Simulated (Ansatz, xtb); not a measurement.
Isomers of H12Si5 in order of energy

3 gas-phase structures of H12Si5, from a drawn sample of its isomers (lower ones may exist). Each was relaxed with GFN2-xTB; where two conformers were screened, the lower at r2SCAN-D4/def2-SVP is listed:

A. `[SiH3][SiH2][SiH2][SiH2][SiH3]`, a singlet
B. `[SiH3][Si]([SiH3])([SiH3])[SiH3]`, a singlet
C. `[SiH3][SiH2][SiH]([SiH3])[SiH3]`, a singlet

Question: Which do you expect lowest at r2SCAN-D4/def2-SVP, and how would the others follow?

Answer: Calculated order at r2SCAN-D4/def2-SVP: B (0.0), C (3.8), A (6.2) kcal/mol.

Energies above the lowest of each column, in kcal/mol; the last columns are at PBE-D3(BJ)/def2-SVP geometries:

```json
{"structure": "B", "GFN2-xTB": "0.8", "HF/STO-3G": "0.5", "r2SCAN-D4/def2-SVP": "0.0", "PBE-D3(BJ)/def2-SVP": "0.0", "CCSD(T)/def2-SVP + ΔMP2/def2-TZVPP": "0.0"}
{"structure": "C", "GFN2-xTB": "0.3", "HF/STO-3G": "0.0", "r2SCAN-D4/def2-SVP": "3.8", "PBE-D3(BJ)/def2-SVP": "2.6", "CCSD(T)/def2-SVP + ΔMP2/def2-TZVPP": "2.7"}
{"structure": "A", "GFN2-xTB": "0.0", "HF/STO-3G": "0.4", "r2SCAN-D4/def2-SVP": "6.2", "PBE-D3(BJ)/def2-SVP": "4.2", "CCSD(T)/def2-SVP + ΔMP2/def2-TZVPP": "4.4"}
```

CCSD(T)/def2-SVP + ΔMP2/def2-TZVPP puts B lowest; GFN2-xTB picks A, HF/STO-3G picks C. Flexible structures stand in one conformer each, not always the lowest. ΔMP2 is the change of the MP2 energy from the smaller to the larger basis.

Programs: Ansatz 0.2.0, xtb 6.7.1.
